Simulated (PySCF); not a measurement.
Cartesian coordinates in Å; atom numbers follow the order of the lines, from 1:
```xyz
19

C     3.5064    0.5060    0.0702
O     2.0924    0.4945    0.2367
S     1.3274   -0.7194   -0.5322
O     1.5305   -0.5480   -1.9600
O     1.6848   -1.9691    0.1156
C    -0.3216   -0.2686   -0.1010
C    -0.8883   -0.8172    1.0468
C    -2.1908   -0.4579    1.3824
C    -2.8993    0.4323    0.5748
C    -2.3162    0.9660   -0.5754
C    -1.0157    0.6145   -0.9252
H     3.9545   -0.4127    0.4786
H     3.7712    0.6105   -0.9933
H     3.8693    1.3765    0.6298
H    -0.3109   -1.5212    1.6488
H    -2.6567   -0.8789    2.2760
H    -3.9217    0.7094    0.8420
H    -2.8802    1.6561   -1.2067
H    -0.5366    1.0029   -1.8259
```

Level of theory: PBE0-D3(BJ)/def2-SVP structure, NMR shieldings at CAM-B3LYP/pcSseg-2/GIAO, in PySCF 2.14.0 with density-fitted response routines (one conformer, non-relativistic Hamiltonian, rapidly exchanging positions averaged, no solvent).

Scale: $^{13}$C, $^{1}$H against TMS; $^{17}$O vs H2O; CS2 for $^{33}$S (reference shieldings calculated alike).

| atoms | nucleus | count | δ (ppm) |
| --- | --- | --- | --- |
| C1 | $^{13}$C | 1 | 50.8 |
| C7/C11 | $^{13}$C | 2 | 143.1 |
| H15/H19 | $^{1}$H | 2 | 8.36 |
| C6 | $^{13}$C | 1 | ? |
| S3 | $^{33}$S | 1 | 372 |
| H12/H13/H14 | $^{1}$H | 3 | ? |
| C9 | $^{13}$C | 1 | 147.5 |
| C8/C10 | $^{13}$C | 2 | ? |
| O4/O5 | $^{17}$O | 2 | 213.2 |
| H16/H18 | $^{1}$H | 2 | ? |
| O2 | $^{17}$O | 1 | 191.0 |
| H17 | $^{1}$H | 1 | 7.84 |

Question: Estimate the values marked ?.

Answer: 
- C6: 152.0 ppm, aromatic carbon bearing sulfur
- C8/C10: 140.8 ppm, aromatic CH
- H16/H18: 7.70 ppm, hydrogen on an aromatic CH; the ring current deshields protons in the ring plane
- H12/H13/H14: 3.80 ppm, hydrogen on a methyl carbon bonded to O; its carbon carries O, which withdraws density

Shifts are as computed, not scaled to solution data. Of 1328 compounds with measured shifts, 309 miss one by over three times the rms of a fit or turn the order of signals round; such compounds aren't used in these exercises. Signals without a measured value on file couldn't be tested in this way. Experimental scales use liquid or dissolved standards, which lie at an offset from isolated H2O (liquid H2O: subtract about 36 ppm).
